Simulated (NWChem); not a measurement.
Species: SiH$_{2}$F$_{2}$; SMILES F[SiH2]F

Program: NWChem. Pople sets run with spherical d functions. Structure relaxed at the PBE-D3(BJ)/def2-SVP level.

Isotropic polarisabilities at PBE0/6-31+G*: 22.81 bohr³ (static) and 22.97 bohr³ at ω = 0.0428 Ha (1065 nm).

Question: Fit one effective oscillator, α(ω) = α(0)/(1 − ω²/ω₀²), predict α at ω = 0.1139 Ha (400 nm) and compare with a run.

Answer: 
1. 1 − α(0)/α(ω) = 0.0070 = (ω/ω₀)², so ω₀ = 0.513 Ha = 14.0 eV.
2. At the second frequency, (ω/ω₀)² = 0.049 and α = 24.0 bohr³.
3. The run gives 24.0 bohr³, a difference of 0.0 %.
